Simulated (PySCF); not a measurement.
CH5ClF2Si2, SMILES F[Si](F)(C)[SiH2]Cl. Atoms are numbered in the order given.

```xyz
11

C     -2.1354    -0.5676    -0.0388
Si    -0.7924     0.7016     0.1122
F     -0.6055     1.1109     1.6747
F     -1.2187     2.0675    -0.6633
Si     1.2850    -0.0191    -0.6932
Cl     1.5203    -1.9386     0.1119
H     -1.8042    -1.5145     0.4158
H     -3.0530    -0.2323     0.4707
H     -2.3725    -0.7580    -1.0977
H      2.4188     0.8351    -0.2489
H      1.2993    -0.1292    -2.1782
```
Charge 0, spin multiplicity 1.

Coordinates come from a B3LYP-D3(BJ)/def2-SVP optimisation. The structure was generated by enumeration, and PubChem lists no compound with its InChIKey, so it may never have been made. The values are those of a single conformer.

Two levels are set side by side: PBE/pcSseg-1 (PySCF) and HF/pcSseg-1 (PySCF). GIAO shifts against CFCl3 (¹⁹F), HCl (³⁵Cl), TMS (²⁹Si), TMS (¹H), TMS (¹³C) at the same level; non-relativistic, no solvent, atoms listed together averaged. Without spin–orbit terms, shifts of atoms bonded to Cl or Br come out too high at both levels. Differences are taken from unrounded values.

```csv
quantity,HF
δ(¹³C) of C1 (ppm),0.4
δ(²⁹Si) of Si2 (ppm),11.0
δ(²⁹Si) of Si5 (ppm),-31.5
δ(³⁵Cl) of Cl6 (ppm),-127.2
```

What does PBE give, and how far is it from HF? (The exact figures need the calculation; the answer reports its results.)


```
quantity                 PBE  PBE minus HF
--------------------  ------  ------------
δ(¹³C) of C1 (ppm)       2.0           1.6
δ(²⁹Si) of Si2 (ppm)    25.8          14.8
δ(²⁹Si) of Si5 (ppm)   -31.5           0.0
δ(³⁵Cl) of Cl6 (ppm)  -101.1          26.2
```

Rough cost on one machine, each run with all the roots and properties that it gave: HF against PBE within a factor of 2.
